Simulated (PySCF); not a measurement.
HP2 (SMILES P#[PH+]), charge +1, singlet, geometry from GFN2-xTB; B3LYP5/cc-pVTZ (PySCF).

PySCF was given this input:
```python
from pyscf import gto, scf, dft

mol = gto.Mole()
mol.atom = '''
    P    -0.00000000   -0.00000000   -1.02596741
    P     0.00000000    0.00000000    0.87502951
    H     0.00000000    0.00000000    2.26406841
'''
mol.basis = 'cc-pvtz'
mol.charge = 1
mol.verbose = 4
mol.build()

mf = dft.RKS(mol)
mf.xc = 'b3lyp5'
mf.kernel()
```

Predict the main parts of the log of this PySCF run.


```
PySCF version 2.14.0

[INPUT] verbose = 4
[INPUT] num. atoms = 3
[INPUT] num. electrons = 30
[INPUT] charge = 1
[INPUT] spin (= nelec alpha-beta = 2S) = 0
[INPUT] symmetry False subgroup None
[INPUT] Mole.unit = angstrom
[INPUT] Symbol           X                Y                Z      unit          X                Y                Z       unit  Magmom
[INPUT]  1 P      0.000000000000   0.000000000000  -1.025967410000 AA    0.000000000000   0.000000000000  -1.938797417629 Bohr   0.0
[INPUT]  2 P      0.000000000000   0.000000000000   0.875029510000 AA    0.000000000000   0.000000000000   1.653566124812 Bohr   0.0
[INPUT]  3 H      0.000000000000   0.000000000000   2.264068410000 AA    0.000000000000   0.000000000000   4.278469222179 Bohr   0.0

nuclear repulsion = 70.7599916689889
number of shells = 24
number of NR pGTOs = 134
number of NR cGTOs = 82
basis = cc-pvtz
ecp = {}

******** <class 'pyscf.dft.rks.RKS'> ********
method = RKS
initial guess = minao
damping factor = 0
level_shift factor = 0
DIIS = <class 'pyscf.scf.diis.CDIIS'>
diis_start_cycle = 1
diis_space = 8
diis_damp = 0
SCF conv_tol = 1e-09
SCF conv_tol_grad = None
SCF max_cycles = 50
direct_scf = True
direct_scf_tol = 1e-13
XC library pyscf.dft.libxc version 7.1.2
    S. Lehtola, C. Steigemann, M. J. T. Oliveira, and M. A. L. Marques,  SoftwareX 7, 1–5 (2018)
XC functionals = b3lyp5
    P. A. M. Dirac,  Math. Proc. Cambridge Philos. Soc. 26, 376 (1930)
    F. Bloch,  Z. Phys. 57, 545 (1929)
    A. D. Becke,  Phys. Rev. A 38, 3098 (1988)
    C. Lee, W. Yang, and R. G. Parr,  Phys. Rev. B 37, 785 (1988)
    B. Miehlich, A. Savin, H. Stoll, and H. Preuss,  Chem. Phys. Lett. 157, 200 (1989)
    S. H. Vosko, L. Wilk, and M. Nusair,  Can. J. Phys. 58, 1200 (1980)
radial grids:
    Treutler-Ahlrichs [JCP 102, 346 (1995); DOI:10.1063/1.469408] (M4) radial grids

becke partition: Becke, JCP 88, 2547 (1988); DOI:10.1063/1.454033
pruning grids: <function nwchem_prune>
grids dens level: 3
symmetrized grids: False
atomic radii adjust function: <function treutler_atomic_radii_adjust>
small_rho_cutoff = 0
Set gradient conv threshold to 3.16228e-05
Initial guess from minao.
tot grids = 48168
init E= -683.3408733286
  HOMO = -0.296955164878527  LUMO = -0.133358286792567  gap/eV = 4.45170
cycle= 1 E= -682.860162590546  delta_E= 0.481  |g|= 0.24  |ddm|=  1.5
  HOMO = -0.557882078151409  LUMO = -0.370430511803472  gap/eV = 5.10082
cycle= 2 E= -682.837654116171  delta_E= 0.0225  |g|= 0.336  |ddm|= 0.456
  HOMO = -0.546652566700699  LUMO = -0.361740612638869  gap/eV = 5.03171
cycle= 3 E= -682.852283037267  delta_E= -0.0146  |g|= 0.269  |ddm|= 0.395
  HOMO = -0.538995358515491  LUMO = -0.351963328402341  gap/eV = 5.08940
cycle= 4 E= -682.877919843633  delta_E= -0.0256  |g|= 0.008  |ddm|= 0.191
  HOMO = -0.5356688213494  LUMO = -0.348969513554192  gap/eV = 5.08035
cycle= 5 E= -682.87793450471  delta_E= -1.47e-05  |g|= 0.00533  |ddm|= 0.0115
  HOMO = -0.536590500010394  LUMO = -0.34944353032471  gap/eV = 5.09253
cycle= 6 E= -682.877944021503  delta_E= -9.52e-06  |g|= 0.000532  |ddm|= 0.00432
  HOMO = -0.536603133230807  LUMO = -0.349467766660341  gap/eV = 5.09221
cycle= 7 E= -682.877944138016  delta_E= -1.17e-07  |g|= 0.00015  |ddm|= 0.000591
  HOMO = -0.536610835877907  LUMO = -0.349475431469489  gap/eV = 5.09221
cycle= 8 E= -682.877944147841  delta_E= -9.82e-09  |g|= 1.11e-05  |ddm|= 0.000145
  HOMO = -0.536610498144935  LUMO = -0.349474482735642  gap/eV = 5.09223
cycle= 9 E= -682.877944147896  delta_E= -5.53e-11  |g|= 1.97e-06  |ddm|= 1.27e-05
  HOMO = -0.536610447900428  LUMO = -0.349474599841123  gap/eV = 5.09223
Extra cycle  E= -682.877944147878  delta_E= 1.84e-11  |g|= 6.78e-06  |ddm|= 6.4e-06
converged SCF energy = -682.877944147878
```
